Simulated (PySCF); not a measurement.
Isomers of C10H13N, mass 147.105 u with the commonest isotopes. Theory: PBE0-D3(BJ)/def2-SVP geometry optimisation, gas phase in PySCF 2.14.0. One conformer each, none proved a minimum here; rigid rotors.

Question: Order these by rotational constant C, smallest first.
A. `[CH3:1][N:2]([CH3:3])[C:4]1=[CH:5]/[CH:6]=[CH:7]\[CH:8]=[CH:9]/[CH:10]=[CH:11]\1` with C4–C5–C6–C7 -55°, C6–C7–C8–C9 53°, C8–C9–C10–C11 -59°, N2–C4–C11–C10 -129°
B. `[CH2:1]=[C:2]1[CH:3]=[C:4]([N:5]2[CH2:6][CH2:7][CH2:8][CH2:9]2)[C:10]1=[CH2:11]` with C3–C4–N5–C6 178°, C1–C2–C3–C4 180°, C4–N5–C6–C7 -168°, N5–C6–C7–C8 -31°, C6–C7–C8–C9 38°
C. `[cH:1]1[cH:2][cH:3][c:4]([N:5]2[CH2:6][CH2:7][CH2:8][CH2:9]2)[cH:10][cH:11]1` with C3–C4–N5–C6 -175°, C4–N5–C6–C7 168°, N5–C6–C7–C8 31°, C6–C7–C8–C9 -38°, C7–C8–C9–N5 30°
D. `[CH2:1]=[CH:2][c:3]1[cH:4][cH:5][c:6]([N:7]([CH3:8])[CH3:9])[cH:10][cH:11]1` with C1–C2–C3–C4 -179°
E. `[N:1]#[C:2][CH2:3][C@@H:4]1[CH2:5][C@H:6]2[CH:7]=[CH:8][C@@H:9]1[CH2:10][CH2:11]2` with C2–C3–C4–C5 48°

Answer: D (493.0 MHz), B (545.2 MHz), C (564.8 MHz), A (662.6 MHz), E (898.3 MHz).

Question: Order these by dipole moment, largest first.
A. `[CH2:1]=[CH:2][c:3]1[cH:4][cH:5][c:6]([N:7]([CH3:8])[CH3:9])[cH:10][cH:11]1` with C1–C2–C3–C4 -179°
B. `[CH2:1]=[C:2]1[CH:3]=[C:4]([N:5]2[CH2:6][CH2:7][CH2:8][CH2:9]2)[C:10]1=[CH2:11]` with C3–C4–N5–C6 178°, C1–C2–C3–C4 180°, C4–N5–C6–C7 -168°, N5–C6–C7–C8 -31°, C6–C7–C8–C9 38°
C. `[cH:1]1[cH:2][cH:3][c:4]([N:5]2[CH2:6][CH2:7][CH2:8][CH2:9]2)[cH:10][cH:11]1` with C3–C4–N5–C6 -175°, C4–N5–C6–C7 168°, N5–C6–C7–C8 31°, C6–C7–C8–C9 -38°, C7–C8–C9–N5 30°
D. `[CH3:1][N:2]([CH3:3])[C:4]1=[CH:5]/[CH:6]=[CH:7]\[CH:8]=[CH:9]/[CH:10]=[CH:11]\1` with C4–C5–C6–C7 -55°, C6–C7–C8–C9 53°, C8–C9–C10–C11 -59°, N2–C4–C11–C10 -129°
E. `[N:1]#[C:2][CH2:3][C@@H:4]1[CH2:5][C@H:6]2[CH:7]=[CH:8][C@@H:9]1[CH2:10][CH2:11]2` with C2–C3–C4–C5 48°

Answer: B (4.15 D), E (3.47 D), A (3.00 D), C (2.41 D), D (1.63 D).

Question: Order these by radius of gyration √(Σ m r²/M), largest first.
A. `[N:1]#[C:2][CH2:3][C@@H:4]1[CH2:5][C@H:6]2[CH:7]=[CH:8][C@@H:9]1[CH2:10][CH2:11]2` with C2–C3–C4–C5 48°
B. `[cH:1]1[cH:2][cH:3][c:4]([N:5]2[CH2:6][CH2:7][CH2:8][CH2:9]2)[cH:10][cH:11]1` with C3–C4–N5–C6 -175°, C4–N5–C6–C7 168°, N5–C6–C7–C8 31°, C6–C7–C8–C9 -38°, C7–C8–C9–N5 30°
C. `[CH2:1]=[CH:2][c:3]1[cH:4][cH:5][c:6]([N:7]([CH3:8])[CH3:9])[cH:10][cH:11]1` with C1–C2–C3–C4 -179° (4-dimethylaminostyrene)
D. `[CH2:1]=[C:2]1[CH:3]=[C:4]([N:5]2[CH2:6][CH2:7][CH2:8][CH2:9]2)[C:10]1=[CH2:11]` with C3–C4–N5–C6 178°, C1–C2–C3–C4 180°, C4–N5–C6–C7 -168°, N5–C6–C7–C8 -31°, C6–C7–C8–C9 38°
E. `[CH3:1][N:2]([CH3:3])[C:4]1=[CH:5]/[CH:6]=[CH:7]\[CH:8]=[CH:9]/[CH:10]=[CH:11]\1` with C4–C5–C6–C7 -55°, C6–C7–C8–C9 53°, C8–C9–C10–C11 -59°, N2–C4–C11–C10 -129°

Answer: C (2.644 Å), D (2.523 Å), B (2.480 Å), E (2.347 Å), A (2.130 Å).

```
                         SMILES  point group  Ia (u·Å²)  Ib (u·Å²)  Ic (u·Å²)      κ  μa (D)  μb (D)  μc (D)
           C=C1C=C(N2CCCC2)C1=C           C1     181.33     764.69     926.92  -0.90    4.14    0.27    0.02
             C=Cc1ccc(N(C)C)cc1      near Cs     156.50     875.14    1025.02  -0.94    2.99    0.11    0.08
N#CC[C@@H]1C[C@H]2C=C[C@@H]1CC2           C1     245.46     526.43     562.58  -0.89    2.08    2.77    0.22
        CN(C)C1=C/C=C\C=C/C=C\1           C1     259.50     598.74     762.78  -0.72    1.44    0.64    0.40
              c1ccc(N2CCCC2)cc1           C2     162.11     752.73     894.76  -0.92    2.41    0.00    0.01
```
